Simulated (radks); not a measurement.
Values are calculated unless marked as measured or tabulated.
Effect of the nuclear size on neutral neodymium, [Xe] 4f4 6s2. Code: a radial shooting solver on a logarithmic mesh with Libxc functionals. Model: Dirac Kohn-Sham, BLYP, spin-unpolarised, spherical densities, finite nucleus; open shells are shared between the two j in proportion to 2j + 1; Fermi nuclear charge, rms radius 4.9123 fm. The rms radius is varied about that value; shifts are against it.

rms radius (fm) = 4.2737: total energy shift (eV) -3.16; density at nucleus (e/bohr^3) 4.681e+05; 1s1/2 shift (meV) -1310; 2s1/2 shift (meV) -163; 5s1/2 shift (meV) -1.17; 5p1/2 shift (meV) 0.168; 6s1/2 shift (meV) -0.057; 4f7/2 shift (meV) 0.255; 6p1/2 (empty) shift (meV) 0.046
rms radius (fm) = 4.4604: total energy shift (eV) -2.27; density at nucleus (e/bohr^3) 4.637e+05; 1s1/2 shift (meV) -941; 2s1/2 shift (meV) -117; 5s1/2 shift (meV) -0.845; 5p1/2 shift (meV) 0.121; 6s1/2 shift (meV) -0.041; 4f7/2 shift (meV) 0.183; 6p1/2 (empty) shift (meV) 0.033
rms radius (fm) = 4.9123: total energy shift (eV) 0; density at nucleus (e/bohr^3) 4.538e+05; 1s1/2 shift (meV) 0.000; 2s1/2 shift (meV) 0.000; 5s1/2 shift (meV) 0.000; 5p1/2 shift (meV) 0.000; 6s1/2 shift (meV) 0.000; 4f7/2 shift (meV) 0.000; 6p1/2 (empty) shift (meV) 0.000
rms radius (fm) = 5.379: total energy shift (eV) 2.52; density at nucleus (e/bohr^3) 4.447e+05; 1s1/2 shift (meV) 1050; 2s1/2 shift (meV) 130; 5s1/2 shift (meV) 0.938; 5p1/2 shift (meV) -0.134; 6s1/2 shift (meV) 0.046; 4f7/2 shift (meV) -0.203; 6p1/2 (empty) shift (meV) -0.037
rms radius (fm) = 5.6934: total energy shift (eV) 4.32; density at nucleus (e/bohr^3) 4.391e+05; 1s1/2 shift (meV) 1790; 2s1/2 shift (meV) 223; 5s1/2 shift (meV) 1.61; 5p1/2 shift (meV) -0.230; 6s1/2 shift (meV) 0.078; 4f7/2 shift (meV) -0.348; 6p1/2 (empty) shift (meV) -0.063

Slopes of the eigenvalues against <r^2> in GHz/fm^2, as finite differences over the two radii next to the reference (eigenvalue slopes, not the field-shift constants of lines): 1s1/2 53200, 2s1/2 6620, 5s1/2 47.7, 5p1/2 -6.81, 6s1/2 2.32, 4f7/2 -10.3, 6p1/2 (empty) -1.86.
